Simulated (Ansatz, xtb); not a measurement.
C3H9ClSn: which of two conformers lies lower

Structure I: `C[CH2][Sn@H]([CH3])[Cl]`, a singlet. Structure II: `C[CH2][Sn@H]([CH3])[Cl]`, a singlet. Both are isolated molecules in the gas phase, relaxed with PBE-D3(BJ)/def2-SVP.

I (Å):

```json
{"atom": "C", "x (Å)": "-1.6500", "y (Å)": "-0.9981", "z (Å)": "-1.4245"}
{"atom": "C", "x (Å)": "-1.4518", "y (Å)": "-0.1151", "z (Å)": "-2.6568"}
{"atom": "C", "x (Å)": "1.7431", "y (Å)": "1.2095", "z (Å)": "-1.5464"}
{"atom": "Cl", "x (Å)": "-1.3654", "y (Å)": "2.6138", "z (Å)": "-0.3091"}
{"atom": "Sn", "x (Å)": "-0.2666", "y (Å)": "1.6573", "z (Å)": "-2.2132"}
{"atom": "H", "x (Å)": "-0.6870", "y (Å)": "-1.3935", "z (Å)": "-1.0395"}
{"atom": "H", "x (Å)": "-2.1277", "y (Å)": "-0.4338", "z (Å)": "-0.5979"}
{"atom": "H", "x (Å)": "-2.2951", "y (Å)": "-1.8731", "z (Å)": "-1.6520"}
{"atom": "H", "x (Å)": "-0.9343", "y (Å)": "-0.6529", "z (Å)": "-3.4792"}
{"atom": "H", "x (Å)": "-2.4178", "y (Å)": "0.2488", "z (Å)": "-3.0626"}
{"atom": "H", "x (Å)": "-0.3128", "y (Å)": "2.8794", "z (Å)": "-3.4445"}
{"atom": "H", "x (Å)": "2.2058", "y (Å)": "2.1233", "z (Å)": "-1.1292"}
{"atom": "H", "x (Å)": "2.3500", "y (Å)": "0.8438", "z (Å)": "-2.3975"}
{"atom": "H", "x (Å)": "1.7002", "y (Å)": "0.4305", "z (Å)": "-0.7619"}
```

II (Å):

```tsv
atom	x (Å)	y (Å)	z (Å)
C	-0.3020	1.5026	1.9781
C	0.7123	0.5024	1.4239
C	1.9065	-1.0757	-1.6539
Cl	-0.0542	1.9950	-1.7611
Sn	0.2769	-0.0909	-0.6260
H	-0.3710	2.4035	1.3351
H	-1.3201	1.0654	2.0411
H	-0.0243	1.8372	3.0001
H	1.7382	0.9247	1.4025
H	0.7562	-0.4286	2.0279
H	-1.2299	-0.9386	-0.7885
H	1.6582	-1.1777	-2.7269
H	2.0741	-2.0795	-1.2172
H	2.8245	-0.4678	-1.5455
```

Task: Estimate which is lower in electronic energy at CCSD(T)/def2-SVP + ΔMP2/def2-TZVPP, and by roughly how much.

Result: Too close to call at this level: CCSD(T)/def2-SVP + ΔMP2/def2-TZVPP gives E(II) − E(I) = +0.004 eV.

Level by level:

```
                             level             geometry  E(II) − E(I) (eV)  departure from the last row (eV)  job, with rough time for the two
               PBE-D3(BJ)/def2-SVP  PBE-D3(BJ)/def2-SVP              +0.003                             0.000                optimisation, 67 s
                       HF/def2-SVP  PBE-D3(BJ)/def2-SVP              −0.005                            −0.009           part of the CCSD(T) run
                      MP2/def2-SVP  PBE-D3(BJ)/def2-SVP              +0.001                            −0.003           part of the CCSD(T) run
                  CCSD(T)/def2-SVP  PBE-D3(BJ)/def2-SVP               0.000                            −0.004                      single point
CCSD(T)/def2-SVP + ΔMP2/def2-TZVPP  PBE-D3(BJ)/def2-SVP              +0.004                                               single point, 1.8 min
```

The largest departure from CCSD(T)/def2-SVP + ΔMP2/def2-TZVPP is that of HF/def2-SVP, 0.009 eV. Levels run at GFN2-xTB geometries aren't shown. The last row adds to CCSD(T) the change of the MP2 difference between the two basis sets, here +0.004 eV.

With harmonic frequencies from PBE-D3(BJ)/def2-SVP (ideal gas, rigid rotor, one conformer each, 298.15 K, 1 atm): on the last row, ΔE + ΔZPE = +0.003 eV. A mode under 50 cm⁻¹ makes harmonic enthalpies and free energies unreliable, so none is given.

The correlated steps freeze 12 core orbitals; the filled d shell of Sn is correlated, in a basis made for valence electrons. Atoms past krypton carry core potentials in the def2 sets and no spin–orbit term is included. Codes used: Ansatz 0.2.0; the last row on 2 threads of Arm Neoverse V1 on a shared host.
